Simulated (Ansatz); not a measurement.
Isolated molecules relaxed with PBE0-D4/def2-TZVP in Ansatz; ΔE leaves out vibrations. CCSD(T)/CBS is the MP2 limit (def2-TZVPP, def2-QZVPP) plus CCSD(T) − MP2 in def2-TZVPP, frozen cores. This one scheme is used for every species. DFT in def2-TZVPP. B3LYP here is the variant with VWN-RPA as its local correlation; programs differ in this. HSE06 is defined as in plane-wave codes. Elements past krypton have def2 core potentials. For Sb outer-core shells are correlated without core-valence functions, which leaves a few kJ/mol of doubt a bond. Each species was taken in one conformer, which may not be the lowest.

Consider the substitution at a C–O bond: `C[O][SbH][CH3]` + `N=S=O` → `CN=S=O` + `[CH3][SbH][OH]`.

| level | ΔE (kJ/mol) | difference from CCSD(T)/CBS |
| --- | --- | --- |
| PBE-D4 | -45.8 | -1.8 |
| B97M-V | -43.5 | 0.5 |
| B3LYP-D4 | -42.1 | 1.9 |
| r2SCANh-D4 | -46.4 | -2.4 |
| HSE06-D4 | -45.8 | -1.8 |
| BHLYP-D4 | -40.9 | 3.1 |
| ωB97M-V | -41.7 | 2.3 |
| PBE-QIDH | -46.8 | -2.8 |
| BHLYP | -42.5 | 1.5 |
| RPA@PBE/def2-TZVPP | -35.9 | 8.1 |
| MP2/def2-SVP | -42.8 | 1.2 |
| CCSD/def2-SVP | -37.2 | 6.8 |
| CCSD(T)/def2-SVP | -37.8 | 6.2 |
| MP2/def2-TZVPP | -47.2 | -3.2 |
| MP2/CBS(def2) | -48.9 | -4.9 |
| CCSD/CBS(def2) | -43.0 | 1.0 |
| CCSD(T)/CBS | -44.0 | 0 |

Largest T1 diagnostic among the species: 0.020, so the coupled-cluster value is less sure than usual.

At CCSD(T), def2-SVP lies +6.2 kJ/mol from the extrapolated value and def2-TZVPP +1.7 kJ/mol. Leaving LDA and LC-ωPBE aside and taking each functional with its dispersion term where it has one, the values spread over 5.9 kJ/mol, from PBE-QIDH to BHLYP-D4. LDA lies −3.9 kJ/mol from PBE without D4. In def2-TZVPP, CCSD(T) changes the Hartree–Fock value by −4.6 kJ/mol (the triples alone add −1.0 kJ/mol) and MP2 by −9.5 kJ/mol.

CCSD(T)/CBS has its own doubt, a few kJ/mol and more with outer-core shells, so smaller differences from it don't rank the levels.
